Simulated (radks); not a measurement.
The numbers below are computed, except where a source is named.
Task: These are the eigenvalues of the occupied orbitals of an atom or ion with whole-number occupations (eV). Code: a radial shooting solver on a logarithmic mesh with Libxc functionals. Model: non-relativistic Kohn-Sham, r2SCAN, spin-polarised, spherical densities, point nucleus; meta-GGA in the generalised Kohn-Sham scheme.

orbital  eigenvalue
1s         -16.5369

Which element is it, and in what charge state? The configuration may be excited. Open shells, if any, are filled with parallel spins first.

Result: Z = 2, helium, charge 0: He in [He]. The 1s level, -0.60772 hartree, gives Z - s = 1.1 by -(Z - s)^2/2, which with screening narrows Z to a few neighbours, and with so few levels the electron count can be read from the list.
